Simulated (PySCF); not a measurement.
## NaCa: everyday levels beside a composite calculation

PySCF; the state is a doublet (σ ↑). The composite is CCSD(T) extrapolated to the basis-set limit from two correlation-consistent sets, with core-valence (CV) and scalar-relativistic (SR) terms as its label shows; it has no spin–orbit coupling and nothing beyond (T). Here it is CCSD(T)/CBS(DT). It gives Re = 3.684 Å, ωe = 100 cm⁻¹ and De = 0.19 eV to Na + Ca.

```csv
level,basis,relativity,Re (Å),ωe (cm⁻¹),De (eV)
ROHF-MP2,x2c-SVPall,spin-free X2C,4.019,69.2,0.11
ROHF-SCS-MP2,"6-31G(d,p)",no relativity,3.989,59.1,0.08
ROHF-CCSD,x2c-SVPall,spin-free X2C,3.867,88.2,0.16
ROHF-CCSD,def2-SVPD,no relativity,3.843,91.6,0.17
ROHF-CCSD(T),def2-SVPD,no relativity,3.821,95.6,0.19
B3LYP,x2c-SVPall,spin-free X2C,3.721,101,0.20
B97-3,pcseg-1,no relativity,3.651,119,0.32
B97-3,x2c-SVPall,spin-free X2C,3.668,117,0.30
MN15,def2-SVPD,no relativity,3.775,79.7,0.24
ωB97X,"6-31G(d,p)",no relativity,3.618,115,0.19
```

Give the difference of each row from the composite.



```json
{"level": "ROHF-MP2", "basis": "x2c-SVPall", "ΔRe (pm)": "+33.5", "Δωe (%)": "-30.8", "ΔDe (eV)": "-0.08"}
{"level": "ROHF-SCS-MP2", "basis": "6-31G(d,p)", "ΔRe (pm)": "+30.5", "Δωe (%)": "-40.9", "ΔDe (eV)": "-0.11"}
{"level": "ROHF-CCSD", "basis": "x2c-SVPall", "ΔRe (pm)": "+18.3", "Δωe (%)": "-11.8", "ΔDe (eV)": "-0.03"}
{"level": "ROHF-CCSD", "basis": "def2-SVPD", "ΔRe (pm)": "+15.9", "Δωe (%)": "-8.4", "ΔDe (eV)": "-0.02"}
{"level": "ROHF-CCSD(T)", "basis": "def2-SVPD", "ΔRe (pm)": "+13.7", "Δωe (%)": "-4.4", "ΔDe (eV)": "+0.00"}
{"level": "B3LYP", "basis": "x2c-SVPall", "ΔRe (pm)": "+3.7", "Δωe (%)": "+1.0", "ΔDe (eV)": "+0.01"}
{"level": "B97-3", "basis": "pcseg-1", "ΔRe (pm)": "-3.3", "Δωe (%)": "+19.0", "ΔDe (eV)": "+0.13"}
{"level": "B97-3", "basis": "x2c-SVPall", "ΔRe (pm)": "-1.6", "Δωe (%)": "+17.0", "ΔDe (eV)": "+0.11"}
{"level": "MN15", "basis": "def2-SVPD", "ΔRe (pm)": "+9.1", "Δωe (%)": "-20.3", "ΔDe (eV)": "+0.05"}
{"level": "ωB97X", "basis": "6-31G(d,p)", "ΔRe (pm)": "-6.6", "Δωe (%)": "+15.0", "ΔDe (eV)": "+0.00"}
```

Which rows come closest in De?

ROHF-CCSD(T) in def2-SVPD (+0.00 eV); B3LYP in x2c-SVPall (+0.01 eV); ωB97X in 6-31G(d,p) (+0.00 eV), counted from the composite.

Correlated steps freeze 6 core orbitals. The bond is weak. Basis-set superposition, not corrected here, can be much of De in a small basis, most of all at correlated wavefunction levels. Functionals without a dispersion term scatter widely for such bonds, and LDA overbinds them. The state was picked by a PBE0 search and need not be the measured ground state.
